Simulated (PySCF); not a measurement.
SMILES O(C)c1ccsc1-c1cc2c(ccs2)s1 (C11H8OS3), singlet, GFN2-xTB optimised geometry.

```
23

C      1.95    -2.83     0.00
O      1.36    -1.55     0.00
C      2.20    -0.48     0.00
C      3.61    -0.48     0.00
C      4.13     0.78     0.00
S      2.92     1.99     0.00
C      1.66     0.80     0.00
C      0.28     1.14     0.00
C     -0.27     2.40     0.00
C     -1.67     2.35     0.00
S     -2.93     3.53     0.00
C     -4.13     2.28     0.00
C     -3.60     1.02     0.00
C     -2.19     1.06     0.00
S     -0.93    -0.12     0.00
H      1.12    -3.53     0.00
H      2.56    -2.99    -0.89
H      2.56    -2.99     0.90
H      4.22    -1.37     0.00
H      5.16     1.06     0.00
H      0.32     3.30     0.00
H     -5.16     2.55     0.01
H     -4.18     0.12     0.01
```

Density from PBE0/def2-SVP (PySCF) at that geometry.

Minimum of the electron density along straight lines between bonded atoms, close to the bond critical point (lines longer than 1.1 times the sum of covalent radii, or with two minima, are not listed):

```
bond     length / Å  ρ at the minimum / e bohr⁻³  ∇²ρ there / e bohr⁻⁵  position (fraction from the first atom)
-------  ----------  ---------------------------  --------------------  ---------------------------------------
C1–O2         1.407                        0.253                 -0.28                                     0.34
O2–C3         1.357                        0.287                 -0.28                                     0.67
C3–C4         1.415                        0.295                 -0.72                                     0.51
C4–C5         1.359                        0.322                 -0.81                                     0.49
C5–S6         1.716                        0.217                 -0.48                                     0.47
C3–C7         1.383                        0.313                 -0.78                                     0.50
S6–C7         1.738                        0.208                 -0.44                                     0.53
C7–C8         1.423                        0.287                 -0.70                                     0.50
C8–C9         1.373                        0.314                 -0.77                                     0.51
C9–C10        1.401                        0.297                 -0.73                                     0.49
C10–S11       1.729                        0.211                 -0.46                                     0.48
S11–C12       1.734                        0.210                 -0.44                                     0.54
C12–C13       1.357                        0.322                 -0.81                                     0.51
C10–C14       1.392                        0.309                 -0.75                                     0.50
C13–C14       1.409                        0.293                 -0.71                                     0.49
C8–S15        1.753                        0.204                 -0.42                                     0.47
C14–S15       1.730                        0.212                 -0.47                                     0.48
C1–H16        1.088                        0.285                 -1.11                                     0.64
C1–H17        1.095                        0.280                 -1.06                                     0.64
C1–H18        1.095                        0.280                 -1.06                                     0.64
C4–H19        1.075                        0.283                 -1.08                                     0.63
C5–H20        1.071                        0.286                 -1.12                                     0.64
C9–H21        1.075                        0.284                 -1.09                                     0.63
C12–H22       1.072                        0.286                 -1.12                                     0.64
C13–H23       1.074                        0.284                 -1.10                                     0.63
```
